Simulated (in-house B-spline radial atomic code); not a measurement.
**Rb6+: [Ar] 3d10 4s2 4p1**

Computed with an all-electron radial atomic-structure program (B-spline basis): non-relativistic BHandHLYP, spin-polarised, spherical fractional occupations, point nucleus.

Z_r = [3n² - l(l+1)]/(2<r>); Z_e = n√(-2ε); the last column is Slater's effective charge. Values are occupation-weighted means over spin.

| shell | electrons | ε (eV) | <r> (bohr) | Z_r | Z_e | Slater |
| --- | --- | --- | --- | --- | --- | --- |
| 1s | 2 | -14969 | 0.04128 | 36.34 | 33.17 | 36.70 |
| 2s | 2 | -2083.8 | 0.182 | 32.98 | 24.75 | 32.85 |
| 2p | 6 | -1897.6 | 0.1569 | 31.87 | 23.62 | 32.85 |
| 3s | 2 | -397.74 | 0.5186 | 26.03 | 16.22 | 25.75 |
| 3p | 6 | -329.37 | 0.5206 | 24.01 | 14.76 | 25.75 |
| 3d | 10 | -206.76 | 0.5167 | 20.32 | 11.69 | 15.85 |
| 4s | 2 | -111.13 | 1.331 | 18.03 | 11.43 | 11.00 |
| 4p | 1 | -89.284 | 1.451 | 15.85 | 10.25 | 11.00 |

The least bound orbital is 4p up at -89.28 eV, and it is also the most diffuse (<r> = 1.451 bohr).

Caution: exact exchange at fractional occupations of open shells leaves self-interaction of up to several eV.
